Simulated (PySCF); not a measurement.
FHSSe. Atoms are numbered in the order given.

```xyz
4

Se     0.2031     0.1968     0.5429
F      1.3528     0.8955    -0.6014
S     -1.1596    -0.7978    -0.7610
H     -0.5288    -1.9851    -0.8710
```
Charge 0, spin multiplicity 1.

Coordinates come from a PBE0-D3(BJ)/def2-TZVP optimisation. One conformer was computed; it need not be the lowest.

Level of theory: TDDFT-LC-ωPBE/def2-SVPD (PySCF 2.14.0).

Vertical excitations. 

Problem. List the lowest excited states. (The exact figures need the calculation; the answer reports its results.)

Solution. 
| state | energy (eV) | λ (nm) | f | main pairs |
|---|---|---|---|---|
| S1 | 3.60 | 344 | 0.000 | HOMO→LUMO 93 % |
| S2 | 4.61 | 269 | 0.003 | HOMO→LUMO+1 83 % |
| S3 | 5.85 | 212 | 0.002 | HOMO−1→LUMO+1 74 %, HOMO−1→LUMO+3 11 % |
| S4 | 6.30 | 197 | 0.027 | HOMO−1→LUMO 79 % |
| S5 | 6.64 | 187 | 0.025 | HOMO→LUMO+2 83 % |
| S6 | 6.80 | 182 | 0.007 | HOMO−2→LUMO 88 % |
| S7 | 7.24 | 171 | 0.024 | HOMO−1→LUMO+2 67 % |
| S8 | 7.74 | 160 | 0.051 | HOMO→LUMO+3 65 %, HOMO→LUMO+9 12 % |
| S9 | 8.16 | 152 | 0.305 | HOMO→LUMO+4 56 %, HOMO−2→LUMO+1 23 % |
| S10 | 8.27 | 150 | 0.116 | HOMO−2→LUMO+1 32 %, HOMO→LUMO+3 17 %, HOMO→LUMO+4 17 %, HOMO→LUMO+9 8 % |
| T1 | 2.71 | 458 | 0 | HOMO→LUMO 93 % |
| T2 | 3.82 | 324 | 0 | HOMO→LUMO+1 81 % |
| T3 | 5.08 | 244 | 0 | HOMO−1→LUMO+1 69 %, HOMO−1→LUMO 11 %, HOMO−1→LUMO+3 10 % |
| T4 | 5.41 | 229 | 0 | HOMO−1→LUMO 72 % |
Triplets are in the Tamm–Dancoff approximation, which puts them higher than full response would, so one can lie above its singlet here.
